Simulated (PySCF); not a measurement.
Simulated absorption spectrum

Species: C6H7FO2.
Numbering: `[CH:1]#[C:2][C:3](=[O:4])[O:5][C@H:6]([F:7])[CH2:8][CH3:9]` (hydrogens: H10 on C1; H11 on C6; H12, H13 on C8; H14, H15, H16 on C9)

Geometry (GFN2-xTB, Å), atoms numbered from 1 in this order:
```xyz
16
C6H7FO2 angstrom
C      3.8250    0.4725    0.8750
C      2.8194    0.1572    0.3021
C      1.6544   -0.2698   -0.4306
O      1.5706   -1.2969   -1.0428
O      0.6674    0.6449   -0.3059
C     -0.5127    0.4438   -1.0320
F     -0.4644    1.2815   -2.1206
C     -1.7247    0.7840   -0.1788
C     -1.9185   -0.2376    0.9335
H      4.6992    0.7598    1.3827
H     -0.5477   -0.5822   -1.4305
H     -2.5946    0.8091   -0.8366
H     -1.5758    1.7805    0.2394
H     -1.0517   -0.2547    1.5904
H     -2.0594   -1.2337    0.5195
H     -2.7942    0.0180    1.5237
```

Method used: TDDFT CAM-B3LYP/def2-SVPD, vertical, gas phase, core orbitals frozen in the response in PySCF.

Each state is given a Gaussian of 0.25 eV full width at half maximum, with ε(max) = 2.175×10⁸ f / Δν̃ (Δν̃ the width in cm⁻¹). The width is an assumption, not a result. The curve ends short of the highest state used, and states not computed would add to its high-energy end.

E (eV), ε (L mol⁻¹ cm⁻¹) and a bar:
```
     4.62          0 
     4.77          0 
     4.91          0 
     5.06          0 
     5.20          0 
     5.34          0 
     5.49          0 
     5.63          9 
     5.78         61 
     5.92        977 ####
     6.06       6428 #########################
     6.21       7195 ############################
     6.35       1320 #####
     6.50         31 
     6.64          0 
     6.78          1 
     6.93         10 
     7.07        138 #
     7.22       2549 ##########
     7.36       7774 ##############################
     7.51       6804 ##########################
     7.65       4178 ################
     7.79        778 ###
     7.94         20
```

Question: Where are the band maxima, and which computed states make them?

Answer: 202 nm (6.14 eV), ε about 8800, made up of S3 (100%); 168 nm (7.40 eV), ε about 8200, made up of S5 (88%) and S6 (12%) (ε in L mol⁻¹ cm⁻¹; maxima over ε = 5, shares over 10%). The states used: S1 5.00 eV (f 0.0000); S2 5.81 eV (f 0.0003); S3 6.14 eV (f 0.081); S4 7.07 eV (f 0.0002); S5 7.38 eV (f 0.069); S6 7.59 eV (f 0.043); S7 8.40 eV (f 0.031); S8 8.54 eV (f 0.0009).

Question: On this curve, what absorbance would a 10⁻⁵ mol/L sample give at 222 nm over a 1 cm path?

Answer: 222 nm is 5.585 eV, where ε is about 4.1 L mol⁻¹ cm⁻¹, so A = ε c l ≈ 4.1e-05 (Beer–Lambert, with the gas-phase spectrum and the assumed width).

Question: Coming from long wavelengths, where does ε first pass 100 L mol⁻¹ cm⁻¹?

Answer: At about 213 nm (5.81 eV), 0.81 eV above S1.

Question: What would ε be at 6.14 eV, the highest of these maxima, with half the width (0.125 eV)?

Answer: About 17500 L mol⁻¹ cm⁻¹ against 8750, a factor of about 2.00; a lone state at its own centre would give exactly 2.

Time: 61 s of wall time; peak memory 1.1 GiB. Hardware: one thread, Arm Neoverse V1 (aarch64) (shared host).

One conformer stands for the species.
